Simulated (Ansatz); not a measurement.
Stepwise reaction of `C[SiH](O)BO` with hydrogen, as a gas-phase model of exchange steps in deposition or etching. ΔE in kJ/mol.

Computed with Ansatz on PBE0-D4/def2-TZVP structures; ΔE is electronic, products minus reactants. CCSD(T)/CBS adds triple-zeta CCSD(T) − MP2 to the extrapolated MP2 energy (def2 sets, frozen cores). This one scheme is used for every species. Functionals use def2-TZVPP. B3LYP here is the variant with VWN-RPA as its local correlation; programs differ in this. One conformer a species, not always the lowest.

| step | reaction | PBE-D4 | B3LYP-D4 | ωB97M-V | CCSD(T)/CBS |
| --- | --- | --- | --- | --- | --- |
| 1 | `C[SiH](O)BO` + H₂ → `C[SiH2]BO` + H₂O | 59.9 | 66.9 | 66.6 | 63.8 |

Problem. Give the row of step 2, `C[SiH2]BO` + H₂ → `B[SiH2]C` + H₂O. (Best estimate.)

Solution. Ansatz gave: 
```
step                             reaction  PBE-D4  B3LYP-D4  ωB97M-V  CCSD(T)/CBS
   2  `C[SiH2]BO` + H₂ → `B[SiH2]C` + H₂O   131.7     128.6    127.3        120.8
```

Problem. By hand: ΔE of the 2 steps together at CCSD(T)/CBS.

Solution. (63.8) + (120.8) = 184.6 kJ/mol, or 92.3 kJ/mol a step.

In ΔE each step is higher than the one before. All are uphill at CCSD(T)/CBS. PBE-D4 differs from CCSD(T)/CBS by -3.9 to 10.9 kJ/mol a step. Isolated molecules leave out the surface, adducts and barriers. Largest T1 diagnostic: 0.013.
